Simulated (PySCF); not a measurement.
**C: excitation energy**

C [He] 2s2 2p2 (3P) → C [He] 2s2 2p1 3s1 (3P), as a difference of total energies. Calculation: PySCF 2.14, in aug-cc-pVQZ (6s5p4d3f2g, 80 functions); no relativity, point nucleus. Correlated levels: valence: 1s2 frozen. The calculations carry no spin-orbit coupling.

```
           method  excitation energy (eV)
              UHF                   7.480
              LDA                   7.960
              PBE                   7.802
             PBE0                   7.828
           r2SCAN                   8.099
          wB97M-V                   7.820
            wB97X                   8.017
    MP2 (valence)                   7.784
SCS-MP2 (valence)                   7.682
```

Estimate what B2PLYP gives.

7.797 eV, closest to PBE among the rows shown.

Estimate what HSE06 gives.

7.829 eV, closest to PBE0 among the rows shown.

Errors of the correlated levels include the incompleteness of this basis and the frozen core.

The promoted electron is Rydberg-like, and one or two diffuse shells describe it only roughly, which tends to raise the upper state.

For comparison: 7.482 eV (measured; NIST levels, between the centres of gravity of the two terms).
